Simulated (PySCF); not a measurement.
## Radial density of Ge (germanium, neutral)

UHF, [Ar] 3d10 4s1 4p2 5s1, high-spin 5P determinant (an excited configuration). Computed with PySCF 2.14 in aug-cc-pVDZ-PP with ECP10MDF, with scalar relativity through the core potential. This is the valence pseudo-density: the core potential removes the inner electrons and smooths the orbitals near the nucleus.

| r (bohr) | 4πr²ρ (e/bohr) | 4πr²(ρα − ρβ) |
| --- | --- | --- |
| 0.00111 | 1.169e-05 | 0.0000 |
| 0.00186 | 3.293e-05 | 0.0000 |
| 0.00313 | 9.214e-05 | 0.0000 |
| 0.00527 | 0.0002527 | 0.0000 |
| 0.00886 | 0.0006581 | 0.0000 |
| 0.0149 | 0.001523 | 0.0001 |
| 0.0251 | 0.003059 | 0.0002 |
| 0.0422 | 0.008486 | 0.0003 |
| 0.0709 | 0.06537 | 0.0003 |
| 0.119 | 0.6405 | -0.0006 |
| 0.201 | 4.169 | 0.0045 |
| 0.338 | 17.46 | 0.1271 |
| 0.568 | 28.28 | 0.1476 |
| 0.955 | 10.75 | 0.1357 |
| 1.61 | 2.378 | 1.3819 |
| 2.70 | 1.069 | 1.0495 |
| 4.55 | 0.3305 | 0.3305 |
| 7.65 | 0.1159 | 0.1159 |
| 12.9 | 0.0004545 | 0.0005 |

Energies and moments cover only the electrons outside the core potential. The outer electron is Rydberg-like, and this basis confines it to a smaller radius and binds it less than a complete one would.
